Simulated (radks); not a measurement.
Results of a calculation; reference values are marked as such.
Species: V III. Configuration: [Ne] 3s1 3p6 3d3 4f1 (not the ground configuration). Level of theory: non-relativistic Kohn-Sham, PBE, spin-unpolarised, spherical densities, point nucleus (a radial shooting solver on a logarithmic mesh with Libxc functionals).

Unscreened Slater integrals over Kohn-Sham orbitals (cm^-1). Empty in this configuration: 4s.

integral    value
F0(4f,4f)   34310
F2(4f,4f)   18940
F4(4f,4f)   12601
F6(4f,4f)  9309.1
F0(4f,3d)   43124
F2(4f,3d)  4179.8
F4(4f,3d)  1239.4
G1(4f,3d)  1344.9
G3(4f,3d)  763.52
G5(4f,3d)  521.06
F0(4f,3p)   43175
F2(4f,3p)  3057.6
G2(4f,3p)  390.00
G4(4f,3p)  250.46
F0(4f,3s)   43183
G3(4f,3s)  221.64
F0(4f,4s)   42177
G3(4f,4s)  6518.4
F0(3d,3d)  173700
F2(3d,3d)   82032
F4(3d,3d)   51379
F0(3d,3p)  185320
F2(3d,3p)   88989
G1(3d,3p)  110510
G3(3d,3p)   67293
F0(3d,3s)  189510
G2(3d,3s)   84368
F0(3d,4s)   95077
G2(3d,4s)   12253
F0(3p,3p)  199950
F2(3p,3p)  100730
F0(3p,3s)  204730
G1(3p,3s)  136300
F0(3p,4s)   97063
G1(3p,4s)  7588.3
F0(3s,3s)  209970
F0(3s,4s)   97618
G0(3s,4s)  5456.0
F0(4s,4s)   76554

Derived for the open shells (J is the average intra-shell exchange parameter used in DFT+U). 3d: Racah B = F2/49 - 5 F4/441 = 1092 cm^-1, C = 35 F4/441 = 4078 cm^-1, C/B = 3.74, F4/F2 = 0.626, J = (F2 + F4)/14 = 9529 cm^-1. 4f: F4/F2 = 0.665, F6/F2 = 0.491, J = (286 F2 + 195 F4 + 250 F6)/6435 = 1585 cm^-1.
